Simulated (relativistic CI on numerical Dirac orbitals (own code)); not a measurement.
**A ladder of approximations for the levels of Ti III**

Calculated with a relativistic CI code on KLI orbitals (one set per configuration, finite nucleus), adding one ingredient at a time: step 1, Dirac-Coulomb, each configuration alone; step 2, with Breit and QED terms; step 3, with configuration mixing; step 4, with scaled Slater integrals (0.85); step 5, with a P86 correlation estimate; step 6, tied to the ionisation limit. P86 is a density functional for the correlation energy, evaluated here for each configuration and added to its levels. Step 6 is semi-empirical: configurations made of the next ion and one excited electron move by 1792 cm⁻¹, so that their limit matches the tabulated ionisation energy, and those with a non-penetrating f or g electron also take the P86 value of the least penetrating other one.

Configurations in the expansion (outside the closed core [Ne] 3s2): 3p6.3d2, 3p6.3d.4s, 3p6.3d.4p, 3p6.4s2, 3p6.3d.4d, 3p6.3d.5s, 3p6.4s.4p, 3p6.3d.5p, 3p6.3d.4f, 3p6.3d.5d, 3p6.3d.5f, 3p5.3d3, 3p6.4p2, 3p6.4s.4d.

Computed minus measured energy above the ground level, in cm⁻¹, for 15 of the 61 excited levels that pair in every step (one J of a term; a digit in brackets numbers repeated terms):

```csv
Configuration,Term,J,Measured,Step 1,Step 2,Step 3,Step 4,Step 5,Step 6
3p6.3d2,3F,3,185,9,-23,-24,-25,-25,-25
3p6.3d2,1D,2,8474,2747,2716,2511,935,950,954
3p6.3d.4s,3D,2,38199,-1832,-1705,-1770,-2815,1748,3539
3p6.3d.4s,1D,2,41704,-363,-250,-981,-2648,1916,3697
3p6.3d.4p,1D°,2,75198,-3517,-3428,-3396,-4031,1091,2882
3p6.3d.4p,3D°,1,77000,-3499,-3385,-3373,-4302,820,2611
3p6.4s2,1S,0,102665,1166,1467,-4698,-4418,3026,3029
3p6.3d.4d,1F,3,127791,-5575,-5519,-5638,-6232,-604,1187
3p6.3d.4d,3D,1,128433,-5630,-5556,-5614,-6322,-695,1096
3p6.3d.5s,3D,1,133898,-5769,-5659,-5622,-6810,-644,1146
3p6.4s.4p,3P°,0,137259,-6947,-6665,-6608,-6713,1248,1261
3p6.3d.5p,1D°,2,147213,-6261,-6178,-6094,-7133,-559,1232
3p6.3d.5p,3D°,1,147562,-6213,-6115,-6069,-7182,-605,1184
3p6.3d.4f,1G°,4,158285,-7084,-7009,-7048,-8131,1130,764
3p6.3d.4f,3F°,2,158537,-7039,-6958,-7003,-8132,1128,762
```

Mean absolute errors in cm⁻¹, over all paired levels and for the configurations:

```
Configuration, levels  Step 1  Step 2  Step 3  Step 4  Step 5  Step 6
              all, 61    4488    4418    4533    5277     831    1523
           3p6.3d2, 8    3082    3067    2754     751     767     769
         3p6.3d.4s, 3    1340    1228    1516    2767    1796    3584
        3p6.3d.4p, 12    2995    2907    3081    4331     797    2585
           3p6.4s2, 1    1166    1467    4698    4418    3026    3029
        3p6.3d.4d, 17    4859    4806    5002    6299     667    1121
         3p6.3d.5s, 3    5753    5666    5630    6819     655    1136
         3p6.4s.4p, 3    6941    6668    6615    6726    1235    1248
        3p6.3d.5p, 10    5923    5849    5843    7092     507    1272
         3p6.3d.4f, 4    7015    6937    7016    8135    1124     758
```

Measured levels: Corliss and Sugar, J. Phys. Chem. Ref. Data 8, 1 (1979).

The mean absolute error is lowest at step 5 (831 cm⁻¹), and the largest single drop is from step 4 to 5 (5277 to 831). Terms of the ground configuration are off by 3082 at first, 2754 with mixing and 751 after scaling, which stands in for the correlation that narrows term splittings. The Breit and QED terms change the top of the ground term (measured 420) from 446 to 370. Mixing lowers the ground level by 69; relative to it the configurations that move most are 3p6.4s2 by -6165, 3p6.3d.4s by -288, 3p6.3d.4d by -195. The P86 estimate moves 3p6.3d.4f by +9259, 3p6.4s.4p by +7962, 3p6.4s2 by +7444, and takes the mean absolute error of the excited configurations from 5960 to 841. Step 6 takes that error from 841 to 1637; it grows for 3p6.3d.4s, 3p6.3d.4p, 3p6.3d.4d, 3p6.3d.5s, 3p6.3d.5p. The shift fits the limit, so it does little for low levels whose errors differ from those near the limit.
